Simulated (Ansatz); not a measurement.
Molecule: CdF2, net charge 1, doublet state. The spin state was set by rule; other spins were not relaxed. 
Geometry from a B3LYP-D3(BJ)/def2-TZVP (Ansatz, a quantum-chemistry and plane-wave program) optimisation:
```xyz
3

Cd     0.0000     0.0000     0.0000
F      0.0000     0.0000    -1.9832
F      0.0000     0.0000     1.9832
```
Charge +1, spin multiplicity 2.

Total electronic energies in hartree. Correlated levels leave the core frozen unless marked. UHF or UKS for open shells. No spin-orbit coupling. Frozen are the shells of the preceding noble gas and the d and f shells that filled before the atom's block. Past Kr the def2 sets carry scalar-relativistic core potentials. STO-3G rows are all-electron and non-relativistic. CBS(X,Y): correlation extrapolated as X^-3; Hartree-Fock from the larger set. [CCSD(T)-MP2]/basis is that difference in the basis named.

```tsv
level	program	energy (Eh)
HF/STO-3G	Ansatz	-5607.47327
RI-HF/def2-TZVPP	Ansatz	-365.44527
PBE/def2-TZVPD	Ansatz	-366.95010
BLYP-D3(BJ)/def2-TZVPD	Ansatz + dftd3	-367.09023
BLYP-D4/def2-TZVPD	Ansatz + dftd4	-367.09022
B2PLYP-D4/def2-TZVPD	Ansatz + dftd4	-366.79428
PBE-QIDH/def2-TZVPD	Ansatz	-366.69061
SCS-MP2/def2-SVPD	Ansatz	-365.73683
RI-MP2/CBS(def2-TZVPPD,def2-QZVPPD)+[CCSD(T)-MP2]/def2-TZVPPD	Ansatz	-366.4804
```

Totals of different functionals don't rank their quality; only differences between species are comparable.
